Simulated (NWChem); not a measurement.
# C2H6BiF; SMILES [F][Bi]([CH3])[CH3]

Program: NWChem. Structure relaxed at the PBE0/def2-SVP level. Not confirmed as a minimum by frequencies. def2 effective core potentials on Bi; no spin-orbit coupling. Ions are spin-unrestricted doublets at the neutral geometry; other ion states weren't tried.

For level PBE/def2-SVP:

```
Quantity                               Value
-------------------------------------  -----
vertical ionisation energy, ΔSCF (eV)   8.86
−ε(HOMO) (eV)                           5.90
```

Q: What are these values for level PBE0/def2-SVP?

A: 
| Property | Result |
|---|---|
| vertical ionisation energy, ΔSCF (eV) | 9.12 |
| −ε(HOMO) (eV) | 7.06 |
